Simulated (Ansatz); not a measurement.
`C[Si](O)(O)Cl` → CH₃OH + `O[Si]Cl` at 700 K and 1 bar (silylene formation by 1,1-elimination).

Program: Ansatz. Geometries: PBE0-D4/def2-TZVP. ΔE: electronic, gas phase. CBS: MP2 limit from def2 TZ/QZ plus the TZ coupled-cluster correction, frozen cores. This one scheme is used for every species. One conformer a species, not always the lowest.

```
        species  CCSD(T)/CBS energy (Eh)  H − E (kJ/mol)  S (J/(mol·K))
`C[Si](O)(O)Cl`               -940.45361           258.8          477.4
          CH₃OH               -115.61712           170.8          288.5
      `O[Si]Cl`               -824.69782            79.3          333.7
```

H − E and S are ideal-gas, rigid-rotor, harmonic terms from PBE0-D4/def2-TZVP, for one conformer and one mirror image of each species. 1 Eh = 2625.50 kJ/mol, R = 8.31446 J/(mol·K).

Task: By hand: ΔE, ΔH, ΔS and ΔG.

Result: ΔE = (-115.61712) + (-824.69782) − (-940.45361) = 0.13867 Eh = 364.1 kJ/mol. Δ(H − E) = 170.8 + 79.3 − 258.8 = -8.7, so ΔH = 355.4 kJ/mol. ΔS = 288.5 + 333.7 − 477.4 = 144.8 J/(mol·K). ΔG = 355.4 − 700 × (144.8)/1000 = 254.0 kJ/mol.

Task: By hand: the equilibrium constant, and the temperature at which ΔG would vanish if ΔH and ΔS stayed fixed.

Result: log₁₀ K = −ΔG/(RT ln 10) = -19.0. ΔG = 0 at ΔH/ΔS = 2454 K.

The number of gas molecules changes by +1, which sets the sign of ΔS. A doubt of 5 kJ/mol in ΔE shifts log₁₀ K by 0.4 here. Other conformers and mirror images would add mixing entropy, several J/(mol·K) or more a flexible species. These are equilibria of isolated gas molecules and say nothing of rates. Largest T1 diagnostic: 0.014 (customary marks: 0.02 for closed shells, 0.045 for open ones).
